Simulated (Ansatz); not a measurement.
`OB(F)Br` + H₂O → `OB(O)F` + HBr at 400 K and 1 bar (formal hydrolysis of a B–Br bond).

Isolated molecules relaxed with PBE0-D4/def2-TZVP in Ansatz; ΔE leaves out vibrations. CCSD(T)/CBS is the MP2 limit (def2-TZVPP, def2-QZVPP) plus CCSD(T) − MP2 in def2-TZVPP, frozen cores. This one scheme is used for every species. For Br outer-core shells are correlated without core-valence functions, which leaves a few kJ/mol of doubt a bond. Scalar relativity is left out up to krypton. One conformer a species, not always the lowest.

```
  species  CCSD(T)/CBS energy (Eh)  H − E (kJ/mol)  S (J/(mol·K))
`OB(F)Br`              -2773.83630            80.2          315.8
      H₂O                -76.37941            69.8          198.6
 `OB(O)F`               -276.31625           117.7          296.4
      HBr              -2573.91920            27.6          207.2
```

H − E and S are ideal-gas, rigid-rotor, harmonic terms from PBE0-D4/def2-TZVP, for one conformer and one mirror image of each species. 1 Eh = 2625.50 kJ/mol, R = 8.31446 J/(mol·K).

Question: By hand: ΔE, ΔH, ΔS and ΔG.

Answer: ΔE = (-276.31625) + (-2573.91920) − (-2773.83630) − (-76.37941) = -0.01974 Eh = -51.8 kJ/mol. Δ(H − E) = 117.7 + 27.6 − 80.2 − 69.8 = -4.7, so ΔH = -56.5 kJ/mol. ΔS = 296.4 + 207.2 − 315.8 − 198.6 = -10.8 J/(mol·K). ΔG = -56.5 − 400 × (-10.8)/1000 = -52.2 kJ/mol.

Question: By hand: the equilibrium constant, and the temperature at which ΔG would vanish if ΔH and ΔS stayed fixed.

Answer: log₁₀ K = −ΔG/(RT ln 10) = 6.8. ΔG = 0 at ΔH/ΔS = 5231 K, far beyond where these terms or the molecules hold.

The number of gas molecules stays the same, so ΔS is small and ΔH decides. A doubt of 5 kJ/mol in ΔE shifts log₁₀ K by 0.7 here. Other conformers and mirror images would add mixing entropy, several J/(mol·K) or more a flexible species. These are equilibria of isolated gas molecules and say nothing of rates. Largest T1 diagnostic: 0.012 (customary marks: 0.02 for closed shells, 0.045 for open ones).
